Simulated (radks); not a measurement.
The nuclear charge of neutral gadolinium is varied continuously with 64 electrons held in [Xe] 4f7 5d1 6s2. Calculated with a radial shooting solver on a logarithmic mesh with Libxc functionals: Dirac Kohn-Sham, PBE, spin-unpolarised, spherical densities, point nucleus; open shells are shared between the two j in proportion to 2j + 1. By the Hellmann-Feynman theorem dE/dZ = E(electron-nucleus)/Z, the electronic potential at the nucleus.

Z,E (hartree),E(electron-nucleus)/Z (hartree),HOMO,e(HOMO) (eV),<r> HOMO (bohr)
63.75,-11172.1590,-430.485,5d5/2,-0.770,3.238
64,-11280.0946,-433.000,5d5/2,-2.428,2.895
64.25,-11388.6585,-435.511,5d5/2,-4.327,2.673
64.5,-11497.8501,-438.022,5d5/2,-6.424,2.510
64.75,-11607.6694,-440.533,5d5/2,-8.693,2.382
65,-11718.1166,-443.045,6s1/2,-10.867,3.385

The central difference of E at Z = 64 is -432.999 hartree, to compare with the third column; the second derivative is -10.1 hartree.
